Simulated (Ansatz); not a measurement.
Consider the atomization: `CCCCS(C)(=O)=O` → 5 C• + 12 H• + 2 O• + S•.

Computed with Ansatz on PBE0-D4/def2-TZVP structures; ΔE is electronic, products minus reactants. CCSD(T)/CBS is the MP2 limit (def2-TZVPP, def2-QZVPP) plus CCSD(T) − MP2 in def2-TZVPP, frozen cores. This one scheme is used for every species, atoms too. For atomizations the MP2-based limit and the directly extrapolated one differ by several kJ/mol either way, and by 10 to 25 for some Ge, Se and Sn compounds, so smaller differences from it don't rank the levels. DFT in def2-TZVPP. Open shells (•) are unrestricted, without spin–orbit coupling. Spin–orbit coupling would lower the free atoms: a little for C, O, S. Each species was taken in one conformer, which may not be the lowest.

CCSD(T)/CBS gives +7759.9 kJ/mol.

Another level gave +7773.6 kJ/mol. Which?
A. r2SCANh/def2-TZVPP
B. BLYP-D4/def2-TZVPP
C. CAM-B3LYP-D4/def2-TZVPP
D. r2SCANh-D4/def2-TZVPP

C. CAM-B3LYP-D4 7773.6, r2SCANh 7734.0, r2SCANh-D4 7748.4, BLYP-D4 7729.5 kJ/mol.

Largest T1 diagnostic among the species: 0.013.

From PBE to PBE0 (25 % exact exchange), in def2-TZVPP and without D4, ΔE moves by −139.9 kJ/mol: exact exchange takes away binding that semilocal exchange gives to molecules. In def2-TZVPP, CCSD(T) changes the Hartree–Fock value by +1986.6 kJ/mol (the triples alone add +123.7 kJ/mol) and MP2 by +2134.5 kJ/mol; breaking electron pairs costs correlation energy, which Hartree–Fock lacks. At CCSD(T), def2-SVP lies −537.6 kJ/mol from the extrapolated value and def2-TZVPP −209.9 kJ/mol: correlation converges slowly with the basis, and small sets miss more of it in the bonded molecule than in its fragments.
